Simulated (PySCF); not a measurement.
LiAs: frontier orbitals

r²SCANh at R = 2.422 Å; PySCF, no relativity, basis sets Li pcseg-2, As pcseg-2. State: ³Σ⁻ (triplet), unpaired electrons π ↑↑. Only the outer orbitals are listed, counted within each symmetry.

| spin | orbital | occ. | ε (eV) | on Li (%) | main shells (%) |
| --- | --- | --- | --- | --- | --- |
| α | 8σ | 1 | -14.11 | 4 | 96 As s |
| α | 4π | 1 | -5.23 | 4 | 96 As p |
| α | 4π | 1 | -5.23 | 4 | 96 As p |
| α | 9σ | 1 | -4.88 | 14 | 84 As p, 10 Li s |
| α | 10σ | 0 | -1.28 | 97 | 78 Li s, 19 Li p |
| α | 5π | 0 | 0.23 | 98 | 98 Li p |
| α | 5π | 0 | 0.23 | 98 | 98 Li p |
| β | 8σ | 1 | -11.91 | 6 | 94 As s |
| β | 9σ | 1 | -4.34 | 19 | 80 As p, 13 Li s |
| β | 4π | 0 | -2.07 | 15 | 84 As p, 15 Li p |
| β | 4π | 0 | -2.07 | 15 | 84 As p, 15 Li p |
| β | 10σ | 0 | -1.08 | 96 | 75 Li s, 20 Li p |

Task: Which are the highest filled and the lowest empty level, where do they sit, and how wide is the gap?

Result: Highest filled β 9σ at -4.34 eV (in %: 80 As p, 13 Li s); lowest empty β 4π at -2.07 eV (in %: 84 As p, 15 Li p); the gap at r²SCANh is 2.27 eV.

```json
{
  "bond order (Mayer)": "0.83",
  "⟨S²⟩": "2.008",
  "charge on Li (Mulliken, basis-dependent)": "0.51",
  "charge on Li (Löwdin, basis-dependent)": "0.15",
  "dipole moment (positive dipole means Li(−)As(+))": "-6.90 D"
}
```

Spin–orbit coupling is left out. The state was picked by a PBE0 search and need not be the measured ground state.
